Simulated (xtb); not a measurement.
Bi(Me)(OH)2 (CH5BiO2), SMILES [CH3][Bi]([OH])[OH]. All values are semi-empirical tight-binding results from xtb (GFN2-xTB unless named), good for trends rather than for accurate numbers. The structure is a stationary point at GFN2-xTB. The values are those of a single conformer.

For metal compounds this method's bond lengths and energies can be far off.

The orbital gap comes out as 6.52 eV, the zero-point energy comes out as 38.0 kcal/mol and the G − E(el) at 298.15 K (modified RRHO) is 16.9 kcal/mol.
